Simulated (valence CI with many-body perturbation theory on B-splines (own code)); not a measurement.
Yb19+: calculated level list

Calculated by valence CI with perturbative core correlation (CI+MBPT): five valence electrons over a frozen Dirac-Fock core [Kr] 4d10, radial functions for each j: 7 s, 7 p, 7 d, 7 f, 4 g, 2 h, with the one-electron correlation potential Σ1 (screened to all orders), the two-electron term Σ2, the three-electron term Σ3, Breit, model QED; selected single and double excitations, second order for the rest, scaled by the run's own slope (own B-spline code, finite nucleus).

No measured spectrum was set against this ion. As an estimate, terms of the open shell hold to a few per cent of their energy, and close levels can change places. Among the levels kept, up to 1000 cm⁻¹ of a level comes from second order outside the variational space, and about a tenth of that is noise between levels of different J, which matters for small intervals. Only levels of the ground parity were solved; by the run's estimate the other parity begins above the list, which can be wrong where configurations are misplaced.

Levels 46 to 90 of 194, with energies above the lowest level, 4f5 6H°_5/2. "Leading %" is the weight of the configuration and term that name the level; weights of strongly mixed levels are sums over their largest components and can fall short. Lifetimes count E1, E2, E3, M1 and M2 decay at the calculated energies, and are blank where another channel may lead or the interval is too uncertain; long ones can be off by a factor of two.

```
No.  Configuration  Term     J  E (cm⁻¹)  Leading %  Lifetime      g
 46            4f5   4G°   5/2     70247         89   6.86 ms  0.622
 47            4f5   4G°  11/2     70283         54   4.43 ms  1.180
 48            4f5   4L°  19/2     70983         65   26.6 ms  1.121
 49            4f5   6P°   7/2     71493         56   24.2 ms  1.560
 50            4f5   4P°   1/2     72747         67   5.02 ms  1.842
 51            4f5   4P°   3/2     72861         34   11.8 ms  1.654
 52            4f5   4G°  11/2     73027         50   4.10 ms  1.190
 53            4f5   4F°   9/2     73214         53   4.36 ms  1.239
 54            4f5   2L°  15/2     75031         39   3.63 ms  1.038
 55            4f5   4F°   9/2     75811         61   17.1 ms  1.159
 56            4f5   4G°   9/2     76642         34   5.24 ms  0.998
 57            4f5   2F°   5/2     77213         38   3.54 ms  1.030
 58            4f5   2N°  19/2     78134         75   7.73 ms  0.987
 59            4f5   2O°  21/2     79805         47   9.73 ms  1.020
 60            4f5   4I°  15/2     80819         57   8.38 ms  1.131
 61            4f5   2M°  17/2     80919         67   10.8 ms  0.995
 62            4f5   4P°   5/2     81020         44   6.81 ms  1.507
 63            4f5   4I°  11/2     81154         62   13.1 ms  1.015
 64            4f5   2K°  13/2     81169         59   3.66 ms  0.969
 65            4f5   4F°   7/2     81983         75   13.1 ms  1.207
 66            4f5   4F°   3/2     82475         65   22.4 ms  0.607
 67            4f5   4I°  13/2     83674         36   8.02 ms  1.066
 68            4f5   4F°   5/2     83694         61   6.77 ms  1.078
 69            4f5   2H°   9/2     85390         40   5.12 ms  0.939
 70            4f5   2L°  17/2     86180         56   6.30 ms  1.067
 71            4f5   2P°   1/2     88561         34   2.77 ms  1.053
 72            4f5   2I°  11/2     88908         53   4.34 ms  0.986
 73            4f5   2G°   7/2     89390         48   3.14 ms  0.897
 74            4f5   4G°   5/2     89991         45   6.34 ms  0.811
 75            4f5   2H°  11/2     90849         42   6.10 ms  1.061
 76            4f5   2I°  13/2     91099         35   6.79 ms  1.060
 77            4f5   2D°   3/2     91299         52   4.84 ms  1.157
 78            4f5   2F°   7/2     91369         62   4.63 ms  1.071
 79            4f5   4G°   7/2     93688         42   5.48 ms  0.982
 80            4f5   2O°  23/2     93907        100   32.3 ms  1.041
 81            4f5   2L°  15/2     94260         46   7.40 ms  1.043
 82            4f5   2I°  11/2     94734         41   7.10 ms  0.977
 83            4f5   4G°   9/2     94978         42   4.12 ms  1.048
 84            4f5   2K°  13/2     95751         29   8.86 ms  1.063
 85            4f5   2M°  19/2     96553         70   6.10 ms  1.045
 86            4f5   2H°  11/2     97589         38   5.57 ms  1.126
 87            4f5   2D°   5/2     98676         55   3.99 ms  1.095
 88            4f5   4P°   3/2     98929         33   4.06 ms  1.303
 89            4f5   2G°   7/2     99205         36   6.23 ms  0.979
 90            4f5   2G°   9/2     99846         37   5.46 ms  1.025
```

Names give the largest LS component (configuration and term), which can be under half, so a name can repeat, a term be missing and a line seem to break the LS rules; names also repeat where a configuration has a term twice.

Where two levels of one J and parity lie close, their mixing, g and order are uncertain.
